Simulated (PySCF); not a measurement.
## Structure from 2D NMR

Compound of formula C₈H₁₂O. Correlations simulated from computed shifts and the bond graph:

HSQC (one-bond C–H):
```tsv
δH	δC
7.30	135.5
6.21	106.1
6.00	98.6
1.31	30.6
```

COSY cross peaks (H two or three bonds apart, from the bond graph; peaks can be absent where the dihedral angle is near 90°):
```tsv
δH	δH
7.30	6.21
6.21	6.00
```

HMBC (two and three bonds, from the bond graph):
```tsv
δH	δC
7.30	157.4, 106.1, 98.6
6.21	157.4, 135.5, 98.6
6.00	157.4, 135.5, 106.1, 36.1
1.31	157.4, 36.1, 30.6
```

Carbons without hydrogens: δ 157.4, 36.1.

How the numbers were obtained: KT2/pcSseg-1 with gauge-including orbitals, geometry: PBE0-D3(BJ)/def2-SVP, in PySCF (non-relativistic, no solvent, one averaged value for each set of equivalent atoms, one computed conformer).

Shifts are taken against calculated references (same method and geometry level): TMS for $^{1}$H (σ = 31.18 ppm) and $^{13}$C (σ = 183.22 ppm).

Exchangeable hydrogens are left out of these lists.

Work out the connectivity.

Answers

`c1ccc(C(C)(C)C)o1`.

Atom-mapped SMILES (the numbers label the heavy atoms): `[CH3:1][C:2]([CH3:3])([CH3:4])[c:5]1[cH:6][cH:7][cH:8][o:9]1`; H(Xn) means a hydrogen on atom n.

1. δC 157.4 is C5, a substituted aromatic carbon next to the ring oxygen.
2. δC 135.5 is C8, an aromatic CH next to the ring oxygen (δH 7.30).
3. δC 106.1 is C7, an aromatic CH (δH 6.21).
4. δC 98.6 is C6, an aromatic CH (δH 6.00).
5. δC 36.1 is C2, a quaternary sp3 carbon on an aromatic ring.
6. δC 30.6 is C1/C3/C4, a methyl carbon (δH 1.31).
7. HMBC from δH 7.30 reaches the proton-free carbon C5.
8. HMBC from δH 6.21 reaches the proton-free carbon C5.
9. HMBC from δH 6.00 reaches the proton-free carbons C5, C2.
10. HMBC from δH 1.31 reaches the proton-free carbons C5, C2.
11. COSY links 7.30–6.21, 6.21–6.00.

This is the structure that produced the data.

Shifts are as computed. Against solution values, carbons near 30 ppm lie about +2 ppm off and those near 130 ppm about -5 ppm. Of 1211 compounds with measured shifts, 218 miss one by over three times the rms of a fit or turn the order of signals round; such compounds aren't used in these exercises.
